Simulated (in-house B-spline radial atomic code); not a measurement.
**Ionising neutral lutetium with different functionals**

Computed with a radial B-spline atomic code at the basis-set limit: scalar-relativistic (spin-free X2C) Hamiltonian, Fermi nucleus of rms radius 5.37 fm, spin-polarised at highest spin, spherical fractional occupations for the functionals, and exact exchange of hybrids averaged over the configuration. The ionisation energy is the difference of two self-consistent energies, [Xe] 4f14 5d1 6s2 → [Xe] 4f14 6s2, without Breit or QED terms; ε is the level of the shell that loses the electron (its least bound occupied spin orbital). There is no spin-orbit coupling in this Hamiltonian.

| method | rung | ΔSCF (eV) | -ε(5d) (eV) |
| --- | --- | --- | --- |
| PBE0 | global hybrid | 5.30 | 2.87 |
| B3LYP | global hybrid | 5.34 | 2.66 |
| TPSSh | global hybrid | 5.30 | 2.29 |
| M06-2X | global hybrid | 5.21 | 3.93 |
| BHandHLYP | global hybrid | 5.10 | 3.65 |
| r2SCAN0 | global hybrid | 5.27 | 2.88 |
| B97-1 | global hybrid | 5.21 | 2.60 |
| HSE06 | range-separated hybrid | 5.33 | 2.49 |
| wB97X | range-separated hybrid | 5.10 | 4.83 |
| CAM-B3LYP | range-separated hybrid | 5.23 | 3.98 |
| LC-wPBE | range-separated hybrid | 5.17 | 5.20 |

Task: Among the functionals, which spreads more, the ΔSCF values or the orbital energies?

Result: The orbital energies: ΔSCF values span about 0.24 eV and the orbital energies 2.91 eV; here energy differences depend much less on the functional than eigenvalues do.

Task: How do they compare with the NIST value?

Result: NIST lists 5.426 eV (measured, ground level to ground level). Errors run from -0.33 to -0.08 eV; B3LYP is closest (-0.08 eV), but part of that can be cancellation, since the calculations leave out spin-orbit coupling, Breit-QED terms, multiplet and fine-structure energies.
